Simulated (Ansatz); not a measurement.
`[CH3][Sn]([F])([F])[SH]` and `[F][Sn]([F])([SH])[SH]` differ in one atom or group.

Ansatz, PBE0-D4/def2-TZVP geometries, multiplicity 1. Each molecule was computed in one conformer, which needn't be the lowest.

Elements past krypton have def2 core potentials.

```
                                      property  `[CH3][Sn]([F])([F])[SH]`
           HOMO–LUMO gap (PBE/def2-TZVPP) / eV                       4.40
         HOMO energy (ωB97M-V/def2-TZVPP) / eV                     -10.37
zero-point energy (PBE0-D4/def2-TZVP) / kJ/mol                      129.0
          HOMO–LUMO gap (PBE0/def2-TZVPP) / eV                       6.65
            HOMO energy (PBE0/def2-TZVPP) / eV                      -8.14
            LUMO energy (PBE0/def2-TZVPP) / eV                      -1.48
```

What does the change do to each property? (Estimate.)

Ansatz gave: 
| property | `[F][Sn]([F])([SH])[SH]` | shift |
| --- | --- | --- |
| HOMO–LUMO gap (PBE/def2-TZVPP) / eV | 3.83 | -0.57 |
| HOMO energy (ωB97M-V/def2-TZVPP) / eV | -10.70 | -0.33 |
| zero-point energy (PBE0-D4/def2-TZVP) / kJ/mol | 58.9 | -70.1 |
| HOMO–LUMO gap (PBE0/def2-TZVPP) / eV | 6.03 | -0.62 |
| HOMO energy (PBE0/def2-TZVPP) / eV | -8.50 | -0.36 |
| LUMO energy (PBE0/def2-TZVPP) / eV | -2.47 | -0.99 |

With PBE0 the HOMO falls by 0.36 eV and the LUMO falls by 0.99 eV, so the gap narrows by about 0.63 eV. PBE moves the HOMO by -0.36 eV and ωB97M-V by -0.33 eV. The zero-point energy changes by -70.1 kJ/mol with -6 modes.
